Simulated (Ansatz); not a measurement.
CH3BClFO (`OC(F)BCl`) at its PBE0-D4/def2-TZVP geometry, where that method's forces vanish. The species carries charge 0 and has multiplicity 1.

```
atom   x (Å)   y (Å)   z (Å)
  O1   1.056  -0.988  -0.067
  C2   0.179  -0.055   0.440
  F3   0.878   1.010   1.016
  B4  -0.641   0.538  -0.786
 Cl5  -2.368   0.401  -0.816
  H6   1.418  -1.519   0.650
  H7  -0.437  -0.467   1.248
  H8  -0.085   1.080  -1.685
```

Task: For each bond, give half the difference of the two atoms' forces along it (eV/Å; positive pushes the atoms apart) under PBE-D4, r2SCAN-D4, B3LYP-D4, ωB97M-V in def2-TZVPP. (Estimate.)

Result: Ansatz gave: 
| bond | length (Å) | PBE-D4 | r2SCAN-D4 | B3LYP-D4 | ωB97M-V |
| --- | --- | --- | --- | --- | --- |
| O1–C2 | 1.377 | 0.32 | 0.25 | 0.28 | 0.25 |
| O1–H6 | 0.962 | 0.38 | 0.01 | -0.06 | -0.12 |
| C2–F3 | 1.399 | 0.63 | 0.39 | 0.38 | 0.17 |
| C2–B4 | 1.589 | -0.20 | -0.13 | -0.12 | -0.03 |
| C2–H7 | 1.097 | 0.04 | -0.11 | -0.17 | -0.18 |
| B4–Cl5 | 1.733 | 0.14 | 0.12 | 0.21 | 0.12 |
| B4–H8 | 1.189 | 0.07 | -0.07 | -0.19 | -0.20 |

B3LYP here is the variant with VWN-RPA as its local correlation; programs differ in this.
